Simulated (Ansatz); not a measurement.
`[BH2][SnH2][SiH2][SiH3]` + `BO` → `BOB` + `[SiH3][SiH2][SnH3]` at 700 K and 1 bar (cleavage of the B–Sn bond).

Calculated with Ansatz (gas phase, PBE0-D4/def2-TZVP geometries, no zero-point term in ΔE). CCSD(T)/CBS is the MP2 limit (def2-TZVPP, def2-QZVPP) plus CCSD(T) − MP2 in def2-TZVPP, frozen cores. This one scheme is used for every species. Elements past krypton have def2 core potentials. For Sn outer-core shells are correlated without core-valence functions, which leaves a few kJ/mol of doubt a bond. One conformer a species, not always the lowest.

```json
{"species": "`[BH2][SnH2][SiH2][SiH3]`", "CCSD(T)/CBS energy (Eh)": "-822.33733", "H − E (kJ/mol)": "304.1", "S (J/(mol·K))": "589.5"}
{"species": "`BO`", "CCSD(T)/CBS energy (Eh)": "-101.80414", "H − E (kJ/mol)": "126.4", "S (J/(mol·K))": "277.4"}
{"species": "`BOB`", "CCSD(T)/CBS energy (Eh)": "-127.21702", "H − E (kJ/mol)": "170.8", "S (J/(mol·K))": "334.0"}
{"species": "`[SiH3][SiH2][SnH3]`", "CCSD(T)/CBS energy (Eh)": "-796.96755", "H − E (kJ/mol)": "251.5", "S (J/(mol·K))": "516.6"}
```

H − E and S are ideal-gas, rigid-rotor, harmonic terms from PBE0-D4/def2-TZVP, for one conformer and one mirror image of each species. 1 Eh = 2625.50 kJ/mol, R = 8.31446 J/(mol·K).

Question: By hand: ΔE, ΔH, ΔS and ΔG.

Answer: ΔE = (-127.21702) + (-796.96755) − (-822.33733) − (-101.80414) = -0.04310 Eh = -113.2 kJ/mol. Δ(H − E) = 170.8 + 251.5 − 304.1 − 126.4 = -8.2, so ΔH = -121.4 kJ/mol. ΔS = 334.0 + 516.6 − 589.5 − 277.4 = -16.3 J/(mol·K). ΔG = -121.4 − 700 × (-16.3)/1000 = -110.0 kJ/mol.

Question: By hand: the equilibrium constant, and the temperature at which ΔG would vanish if ΔH and ΔS stayed fixed.

Answer: log₁₀ K = −ΔG/(RT ln 10) = 8.2. ΔG = 0 at ΔH/ΔS = 7448 K, far beyond where these terms or the molecules hold.

ΔH outweighs TΔS. A doubt of 5 kJ/mol in ΔE shifts log₁₀ K by 0.4 here. Other conformers and mirror images would add mixing entropy, several J/(mol·K) or more a flexible species. Modes under 60 cm⁻¹, often nearly free rotors, make the harmonic entropy too high. These are equilibria of isolated gas molecules and say nothing of rates. Largest T1 diagnostic: 0.014 (customary marks: 0.02 for closed shells, 0.045 for open ones).
